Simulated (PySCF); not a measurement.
How methods differ on the ionisation energy of Co²⁺

Co²⁺ [Ar] 3d7 (4F) → Co³⁺ [Ar] 3d6 (5D), as a difference of total energies. All numbers are calculated (PySCF 2.14, the non-relativistic Hamiltonian (point nucleus), in aug-cc-pVTZ (8s7p5d3f2g, 93 functions)). Correlated levels: valence: [Ar] frozen. The calculations carry no spin-orbit coupling.

Question: Order these methods by the ionisation energy they give, lowest first.
A. CCSD(T) (valence)
B. SCS-MP2 (valence)
C. MP2 (valence)
D. UHF

Answer: D (31.448 eV), A (33.213 eV), C (33.306 eV), B (33.406 eV).

These non-relativistic numbers lack the scalar-relativistic shift.

The reference lies between the lowest fine-structure levels, while these numbers refer to the centres of the terms.

Errors of the correlated levels include the incompleteness of this basis and the frozen core.

For comparison: 33.5 ± 0.06 eV (semi-empirical (NIST evaluation); NIST Atomic Spectra Database, ionization energies).
